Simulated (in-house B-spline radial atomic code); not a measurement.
RPA and G0W0 for Te⁵⁺, [Kr] 4d10 5s1, highest spin, as one setting changes: the share of exact exchange in the PBE hybrid start. A dash marks a level of low quasi-particle weight. Computed with an all-electron radial atomic-structure program (B-spline basis): all electrons, scalar-relativistic (spin-free one-electron X2C), finite nucleus, each spin shell either full or empty, empty states to l = 9 with an (l + 1/2)⁻⁴ tail; G0W0 by contour deformation at full frequency.

```json
{"share of exact exchange in the PBE hybrid start": "0", "mean-field level (eV)": "-65.63", "G0W0 level (eV)": "5s up -71.49", "RPA correlation (Eh)": "-3.7744"}
{"share of exact exchange in the PBE hybrid start": "0.1", "mean-field level (eV)": "-66.07", "G0W0 level (eV)": "5s up -71.44", "RPA correlation (Eh)": "-3.7433"}
{"share of exact exchange in the PBE hybrid start": "0.2", "mean-field level (eV)": "?", "G0W0 level (eV)": "?", "RPA correlation (Eh)": "?"}
{"share of exact exchange in the PBE hybrid start": "0.3", "mean-field level (eV)": "-66.93", "G0W0 level (eV)": "5s up -71.34", "RPA correlation (Eh)": "-3.6839"}
{"share of exact exchange in the PBE hybrid start": "0.4", "mean-field level (eV)": "?", "G0W0 level (eV)": "?", "RPA correlation (Eh)": "?"}
{"share of exact exchange in the PBE hybrid start": "0.5", "mean-field level (eV)": "-67.78", "G0W0 level (eV)": "5s up -71.24", "RPA correlation (Eh)": "-3.6277"}
{"share of exact exchange in the PBE hybrid start": "0.6", "mean-field level (eV)": "-68.21", "G0W0 level (eV)": "5s up -71.19", "RPA correlation (Eh)": "-3.6006"}
{"share of exact exchange in the PBE hybrid start": "0.7", "mean-field level (eV)": "-68.63", "G0W0 level (eV)": "5s up -71.15", "RPA correlation (Eh)": "-3.5743"}
{"share of exact exchange in the PBE hybrid start": "0.8", "mean-field level (eV)": "-69.05", "G0W0 level (eV)": "5s up -71.10", "RPA correlation (Eh)": "-3.5486"}
{"share of exact exchange in the PBE hybrid start": "0.9", "mean-field level (eV)": "-69.48", "G0W0 level (eV)": "5s up -71.06", "RPA correlation (Eh)": "-3.5235"}
{"share of exact exchange in the PBE hybrid start": "1", "mean-field level (eV)": "-69.90", "G0W0 level (eV)": "5s up -71.01", "RPA correlation (Eh)": "-3.4989"}
```

(1) What belongs in the row for 0.2?

(2) What belongs in the row for 0.4?

Answers

(1) mean-field level (eV): -66.50; G0W0 level (eV): 5s up -71.39; RPA correlation (Eh): -3.7132.

(2) mean-field level (eV): -67.36; G0W0 level (eV): 5s up -71.29; RPA correlation (Eh): -3.6554.
